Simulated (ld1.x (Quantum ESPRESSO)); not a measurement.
## beryllium: one change to a PAW potential, before and after

- Element: beryllium
- Generator: ld1.x (Quantum ESPRESSO) 7.5
- Type: PAW
- Functional: PBE
- Relativity: scalar-relativistic
- Frozen core: none
- Valence charge: 4
- Reference configuration: 1s2 2s2 2p0
- Partial waves: 1s (bound): rcut 0.65, rcutus 0.70 bohr; 2s (bound): rcut 0.65, rcutus 0.70 bohr; 2p (bound, empty): rcut 3.20, rcutus 3.80 bohr; 2p channel at 1.25 Ry: rcut 3.20, rcutus 3.80 bohr
- Local potential: all-electron potential smoothed inside 1.95 bohr (lloc = -1)
- Core correction: none
- Augmentation charge: BESSEL, radius 0.65 bohr

All-electron outer shells of the reference configuration (PBE, scalar-relativistic, ld1.x):

```
shell  level (eV)  outermost node (bohr)  outermost maximum (bohr)
   1s     -106.21                      –                      0.27
   2s       -5.61                   0.59                      2.04
   2p       -2.02                      –                      2.28
```

Change: waves 1s (bound): rcut 0.42, rcutus 0.44 bohr; 2s (bound): rcut 0.42, rcutus 0.44 bohr.

Cutoffs: the cutoffs (Ry, on a coarse ladder) from which the occupation-weighted sum of valence levels, in a spherical-Bessel basis at the reference potential, stays within 10 and 1 mRy of its value at 400 Ry; they do not see the model core or the augmentation charge, which bear on the density cutoff. Errors are all-electron minus pseudo energies relative to the spin-unpolarised reference configuration.

Q: How do hardness, ghosts and transferability respond?

A: The potential gets harder (140 Ry and 180 Ry → 230 Ry and 300 Ry); of the 7 tests that both files solve, the error grows in 0 and shrinks in 4 by more than 15 % and 0.3 meV (median size 48.6 → 2.9 meV); neither file shows a bound ghost. A smaller radius makes the pseudo-wave follow the all-electron one further in, where it bends more sharply, so more plane waves are needed. Less of the atom is replaced, so other configurations are described better.

```tsv
quantity	base	changed
cutoff, loose	140 Ry	230 Ry
cutoff, tight	180 Ry	300 Ry
bound ghosts	none	none
error for 1s2 2s1 2p0, meV [ΔE 9.55 eV]	-0.2	-0.2
error for 1s2 2s0 2p0, meV [ΔE 27.50 eV]	-0.5	-0.3
error for 1s2 2s1.5 2p0, meV [ΔE 3.76 eV]	-0.1	-0.1
error for 1s1 2s2 2p0, meV [ΔE 128.28 eV]	-112	-95
error for 1s2 2s1 2p1, meV [ΔE 3.61 eV]	+76	+31
error for 1s2 2s0 2p1, meV [ΔE 13.46 eV]	+49	+2.9
error for 1s2 2s0 2p2, meV [ΔE 7.25 eV]	+80	+8.4
s: phases at 4.09 bohr within 0.05 rad from the reference energy up to (Ry; the scan ends near 5)	3.6	3.6
p: phases at 4.09 bohr within 0.05 rad from the reference energy up to (Ry; the scan ends near 5)	2.4	2.4
lowest overlap eigenvalue by channel	s 0.68, p 0.80	s 1.00, p 0.80
```
